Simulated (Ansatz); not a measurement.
Stepwise reaction of `C[CH](C)[SnH2][CH](C)C` with hydrogen, as a gas-phase model of exchange steps in deposition or etching. ΔE in kJ/mol.

Gas-phase electronic energies from Ansatz, PBE0-D4/def2-TZVP geometries. CCSD(T)/CBS is the MP2 limit (def2-TZVPP, def2-QZVPP) plus CCSD(T) − MP2 in def2-TZVPP, frozen cores. This one scheme is used for every species. Functionals use def2-TZVPP. B3LYP here is the variant with VWN-RPA as its local correlation; programs differ in this. def2 core potentials past Kr. For Sn outer-core shells are correlated without core-valence functions, which leaves a few kJ/mol of doubt a bond. One conformer a species, not always the lowest.

```tsv
step	reaction	PBE-D4	B3LYP-D4	ωB97M-V	CCSD(T)/CBS
1	`C[CH](C)[SnH2][CH](C)C` + H₂ → `C[CH](C)[SnH3]` + `CCC`	-46.3	-51.3	-51.6	-39.4
```

Question: Give the row of step 2, `C[CH](C)[SnH3]` + H₂ → `[SnH4]` + `CCC`. (Estimate.)

Answer: The calculation gave: 
```tsv
step	reaction	PBE-D4	B3LYP-D4	ωB97M-V	CCSD(T)/CBS
2	`C[CH](C)[SnH3]` + H₂ → `[SnH4]` + `CCC`	-47.2	-52.6	-53.5	-41.2
```

Question: By hand: ΔE of the 2 steps together at CCSD(T)/CBS.

Answer: (-39.4) + (-41.2) = -80.6 kJ/mol, or -40.3 kJ/mol a step.

In ΔE the steps differ by no more than 1.8 kJ/mol. All are downhill at CCSD(T)/CBS. PBE-D4 differs from CCSD(T)/CBS by -6.9 to -6.0 kJ/mol a step. Only this route is followed, and other bonds may react first. Isolated molecules leave out the surface, adducts and barriers. Largest T1 diagnostic: 0.013.
